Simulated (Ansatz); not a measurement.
An input meant for Na4Li2 (charge 0, singlet).

```yaml
crystal:
  periodic: [false, false, false]
  atoms:
    - {symbol: Li, position_ang: [-0.003873, -0.006283, -0.004389]}
    - {symbol: Li, position_ang: [-1.940689, -1.988063, -0.798341]}
    - {symbol: Na, position_ang: [2.798144, 0.408002, 1.233022]}
    - {symbol: Na, position_ang: [1.087483, -2.831070, 0.562592]}
    - {symbol: Na, position_ang: [-2.512217, 1.377951, -1.145195]}
    - {symbol: Na, position_ang: [0.571143, 3.039463, 0.152321]}
basis:
  gaussian: {orbitals: "6-31G*"}
hamiltonian: {xc: {name: wB97X-D}, pseudopotentials: {relativity: none}}
```

```sh
$ ansatz run in.yaml --threads 4 --pin off --events-out ev --progress --plain --max-ram 3916MiB
```

Shortened log:

```
Error: YAML parse error: error: line 12 column 19: hamiltonian.xc: no functional is named "wB97X-D"; the names, which are not case-sensitive, are SVWN5, SPW92, PBE, PBE0, PBEsol, revPBE, revPBE0, RPBE, rPW86-PBE, HSE06, wPBEh, LC-wPBE, HISS, HF, BLYP, B3LYP, B3LYP5, BHLYP, CAM-B3LYP, r2SCAN, r2SCANh, r2SCAN0, r2SCAN50, m-r2SCAN, B97, wB97, wB97X, wB97X-V, B97M-V, wB97M-V, B2PLYP, B2GP-PLYP, PBE0-DH, PBE-QIDH
10 | basis:
11 |   gaussian: {orbitals: "6-31G*"}
12 | hamiltonian: {xc: {name: wB97X-D}, pseudopotentials: {relativity: none}}
```

Something in this input is off. What?

The method's name isn't one that the program takes here. The program refused the input.
